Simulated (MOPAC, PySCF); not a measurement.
C₃H₇NO, SMILES `CN(C)C=O` (C–N–C–O torsion 0°), neutral singlet in the gas phase. 

Cartesian coordinates (Å):
```xyz
12

C      1.3348    -0.0841    -0.3075
N     -0.0602     0.1502     0.0050
C     -0.8932    -1.0009     0.2671
C     -0.5542     1.4140     0.0474
O      0.0774     2.4301    -0.1591
H      1.8149     0.8764    -0.4734
H      1.4289    -0.6986    -1.2072
H      1.8314    -0.6018     0.5180
H     -0.9199    -1.6703    -0.5979
H     -1.9100    -0.6754     0.4836
H     -0.5200    -1.5676     1.1255
H     -1.6299     1.4280     0.2985
```
Charge 0, spin multiplicity 1.

All levels are single points at this geometry (B3LYP-D3(BJ)/def2-TZVP); Pople sets use spherical d functions. Orbital energies aren't observables, and empty levels follow the basis.

B3LYP-D3(BJ)/def2-TZVP in PySCF gives gap (eV) = 7.28.

Question: Estimate the gap (eV) from each of these levels: M06-2X/def2-TZVP in PySCF; PBE-D3(BJ)/def2-TZVP in PySCF; B3LYP/3-21G in PySCF; B3LYP/6-311+G** in PySCF; B3LYP/6-31G* in PySCF; BP86/6-31G* in PySCF; SVWN5/6-31G* in PySCF; HF/3-21G in PySCF; HF/6-31G* in PySCF; PM3 in MOPAC; PM6 in MOPAC; PM7 in MOPAC.

Answer: 
| level | gap (eV) |
|---|---|
| M06-2X/def2-TZVP in PySCF | 10.05 |
| PBE-D3(BJ)/def2-TZVP in PySCF | 5.35 |
| B3LYP/3-21G in PySCF | 7.55 |
| B3LYP/6-311+G** in PySCF | 6.81 |
| B3LYP/6-31G* in PySCF | 7.55 |
| BP86/6-31G* in PySCF | 5.53 |
| SVWN5/6-31G* in PySCF | 5.43 |
| HF/3-21G in PySCF | 15.58 |
| HF/6-31G* in PySCF | 15.66 |
| PM3 in MOPAC | 10.83 |
| PM6 in MOPAC | 10.73 |
| PM7 in MOPAC | 10.83 |
